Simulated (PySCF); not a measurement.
Computed structure and properties of [DyOCl]−

System: [DyOCl]− (singlet in the valence; each metal's 4f electrons, 10 of them, lie in its core potential, out of spins and levels); start: template (Cs). Method: PySCF 2.14.0, RKS PBE0, Dy lcecp-0-SVP with ECP56, O def2-SVP, Cl def2-SVP; non-relativistic Hamiltonian with scalar-relativistic core potentials where named; density fitting; no spin-orbit coupling.

Input of the relaxation:

```python
mol = gto.M(atom='''
Dy     0.27882     0.00000    -0.24211
O      2.04002     0.00000     0.54609
Cl    -2.24018     0.00000     0.88519''',
    basis={'Dy': 'lcecp-0-SVP', 'O': 'def2-SVP', 'Cl': 'def2-SVP'},
    ecp={'Dy': 'lcecp-0-SVP'},
    charge=-1, spin=0)
mf = dft.RKS(mol, xc='PBE0')
mf.grids.atom_grid = (50, 194)  # f atoms: unpruned, at least (60, 302)
mf = mf.density_fit()  # fitting sets: Dy AutoAux, O def2-universal-JKFIT, Cl def2-universal-JKFIT
mf.conv_tol = 1e-08; mf.max_cycle = 55
mf.kernel(dm0)  # dm0: converged density of the start geometry
# quasi-Newton relaxation in Cartesian coordinates to a largest gradient under 0.00045 Eh/bohr, steps kept in the point group
```

Run from Python with OMP_NUM_THREADS=2; the lines above give its settings. Where DIIS fails, smearing, a level shift and second-order steps follow.
It took 5.6 s on 2 threads of AMD EPYC 9R45 96-Core Processor (Zen 5) (shared host), from the converged density of the start.

Course of the relaxation:

| step | energy above end (eV) | largest force component within the symmetry (eV/Å) |
| --- | --- | --- |
| 0 | 0.0618 | 1.563 |
| 1 | 0.0067 | 0.479 |
| 2 | 0.0002 | 0.071 |
| 3 | 0.0000 | 0.010 |
| 4 | 0.0000 | 0.013 |

Relaxed geometry (Cs):

```xyz
3

Dy    0.2577    0.0000   -0.2590
O     2.0877    0.0000    0.5579
Cl   -2.2668    0.0000    0.8903
```

```
     contact      Å
  Dy1–O2 (O)  2.004
Dy1–Cl3 (Cl)  2.774
```

On the finer grid (75, 302):

| Item | Value |
| --- | --- |
| HOMO | not given (4f levels lie in the core) |
| LUMO | not given (4f levels lie in the core) |
| Dipole about the centre of mass | 7.22 D |
| Set of Mulliken populations of Dy1 outside the core potential | s 2.20, p 6.33, d 1.24, f 0.03 |
| D3(BJ) dispersion energy (not in the energies) | -0.046 eV |

```tsv
atom	Mulliken (e)	Löwdin (e)	spin (e)
Dy1	0.21	-0.03	0.00
O2	-0.66	-0.62	0.00
Cl3	-0.55	-0.35	0.00
```

The 4f levels lie in the core potential and are missing. Their spin isn't counted.

On the grid (50, 194), as all that follows. Harmonic modes: a minimum; lowest 85 cm⁻¹ (negative: unstable), highest 605 cm⁻¹, zero-point energy 0.056 eV.

Rigid scan of O along the line from its metal:

```
distance to O2 (Å)  energy (eV)
              1.70        1.368
              1.80        0.524
              1.90        0.113
              2.00        0.000
              2.10        0.086
              2.20        0.299
              2.30        0.589
              2.45        1.093
```

Taking off one Cl (charge -1, singlet; the rest: singlet) in vacuum, both parts rigid, costs 2.93 eV; the small basis without counterpoise inflates it.

Rigid scan of Cl along the line from its metal:

(distance to Cl3 (Å), energy (eV)): (2.47, 0.340), (2.57, 0.132), (2.67, 0.029), (2.77, 0.000), (2.87, 0.022), (2.97, 0.079), (3.17, 0.252), (3.47, 0.566), (3.87, 0.974), (4.37, 1.397)

One start shape was tried, so this needn't be the lowest isomer.

An lcecp potential fixes the number of 4f electrons, so in runs with it no electron can move into or out of that shell; real Dy(II) is rare or takes another configuration.
